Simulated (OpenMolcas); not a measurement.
Au6+ among 6 point charges of -1.7 e arranged as an octahedron (Oh), 2.02 Å from the ion.
```
   2.0200    0.0000    0.0000  -1.70
   0.0000    2.0200    0.0000  -1.70
  -2.0200    0.0000    0.0000  -1.70
   0.0000   -2.0200    0.0000  -1.70
   0.0000    0.0000    2.0200  -1.70
   0.0000    0.0000   -2.0200  -1.70
```

```json
{
  "Program": "OpenMolcas 26.06",
  "Method": "CASSCF",
  "Basis": "ANO-RCC-VDZP [7s6p4d2f]",
  "Scalar Hamiltonian": "DKH2, point nucleus",
  "Active space": "5 electrons in 5 orbitals (5d)",
  "State averaging": "2S+1 = 6 even, 1 root; 2S+1 = 4 even, 24 roots; 2S+1 = 2 even, 75 roots",
  "Spin-orbit coupling": "state interaction with AMFI integrals over the reference wave functions"
}
```

What is the spin-free ground state (labels of O, the rotations of Oh)?

6A1, 1-fold in its orbital part, 100 % from free-ion S terms; it has the highest spin that d5 allows.

What are the lowest two levels with spin-orbit coupling?

A 2-fold level Γ7 with g = 3.15, 3.15, 3.15, then a 4-fold level Γ8 186.5 cm-1 above it. Their leading multiplicities are 6 (77 %) and 6 (79 %).

What is χT at 300 K?

3.79 cm3 K/mol.

Which ligand-field parameters describe the states?

A least-squares ligand-field fit to the states below 45000 cm-1, each weighted by its degeneracy and with a free common offset, gives 10Dq = 4561 cm-1, B = 1035 cm-1 and C = 4343 cm-1 (C/B = 4.20), with an rms deviation of 30 cm-1. 

Without dynamic correlation the repulsion within the d shell is too large (B by tens of per cent), so at a given field states of lower spin stand too high. Point charges give a weaker field than real ligands, and real ions of this kind are as a rule low spin; the high spin found here belongs to the model. This field is weak: 10Dq is about 4561 cm-1, while octahedral complexes of 5d ions of charge 3 and more, computed by the same method with explicit ligands, had a median near 35000 cm-1. Ground spin and moment need not be those of a real site. Point charges carry no covalency, so the field is a model and not that of real ligands. No measured value stands beside these numbers.
